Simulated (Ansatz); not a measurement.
Frontier orbitals of CH2BBrO3, SMILES `OB1OC(Br)O1`.

Cartesian coordinates in Å:
```
O -1.920 0.462 0.739
B -0.731 0.127 0.236
O -0.234 -1.123 -0.118
C 0.897 -0.389 -0.511
Br 2.498 -0.880 0.460
O 0.391 0.871 -0.136
H -2.030 1.402 0.901
H 1.130 -0.471 -1.571
```

Total charge 0; spin multiplicity 1. Correlated methods include outer-core shells of Br, which these sets cover unevenly. Scalar relativity is left out up to krypton. The structure was optimised at the PBE0-D4/def2-TZVP level. It is one conformer, not always the lowest. Basis def2-TZVPP, Ansatz.

| functional | HOMO (eV) | LUMO (eV) |
| --- | --- | --- |
| r2SCAN | -7.42 | -0.98 |

(1) Give HOMO and LUMO (eV) with LDA (SPW92), PBE, revPBE, BLYP, B97M-V, PBE0, B3LYP, r2SCANh, r2SCAN0, HSE06 (plane-wave form), BHLYP, CAM-B3LYP, LC-ωPBE, ωB97X-V, ωB97M-V, HF. (Estimate.)

Results:

(1) Computed: 
```json
{"functional": "LDA (SPW92)", "HOMO": "-7.28", "LUMO": "-1.49"}
{"functional": "PBE", "HOMO": "-7.09", "LUMO": "-1.23"}
{"functional": "revPBE", "HOMO": "-7.02", "LUMO": "-1.13"}
{"functional": "BLYP", "HOMO": "-6.93", "LUMO": "-1.17"}
{"functional": "B97M-V", "HOMO": "-7.50", "LUMO": "-0.88"}
{"functional": "PBE0", "HOMO": "-8.44", "LUMO": "-0.20"}
{"functional": "B3LYP", "HOMO": "-8.18", "LUMO": "-0.51"}
{"functional": "r2SCANh", "HOMO": "-7.92", "LUMO": "-0.60"}
{"functional": "r2SCAN0", "HOMO": "-8.66", "LUMO": "-0.05"}
{"functional": "HSE06 (plane-wave form)", "HOMO": "-8.04", "LUMO": "-0.59"}
{"functional": "BHLYP", "HOMO": "-9.64", "LUMO": "0.84"}
{"functional": "CAM-B3LYP", "HOMO": "-9.83", "LUMO": "0.86"}
{"functional": "LC-ωPBE", "HOMO": "-11.26", "LUMO": "2.15"}
{"functional": "ωB97X-V", "HOMO": "-10.87", "LUMO": "2.02"}
{"functional": "ωB97M-V", "HOMO": "-10.73", "LUMO": "1.70"}
{"functional": "HF", "HOMO": "-11.50", "LUMO": "2.87"}
```

B3LYP here is the variant with VWN-RPA as its local correlation; programs differ in this. LC-ωPBE has ω = 0.4 bohr⁻¹. Positive LUMOs are unbound and depend on the basis.
